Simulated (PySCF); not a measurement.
Ionisation energy of Al²⁺ by level of theory

Al²⁺ [Ne] 3s1 (2S) → Al³⁺ [Ne] (1S), as a difference of total energies. Computed with PySCF 2.14 in dyall-av2z (13s9p2d, 50 functions), with the non-relativistic Hamiltonian (point nucleus). The calculations carry no spin-orbit coupling.

```csv
method,ionisation energy (eV),error (eV)
UHF,28.035,-0.413
LDA,28.798,+0.350
PBE,28.800,+0.352
PBE0,28.667,+0.219
r2SCAN,28.358,-0.090
wB97M-V,28.514,+0.066
M06,28.020,-0.428
B3LYP,29.002,+0.554
M06-2X,28.620,+0.172
```

Reference: 28.448 eV (measured; NIST Atomic Spectra Database, ionization energies).
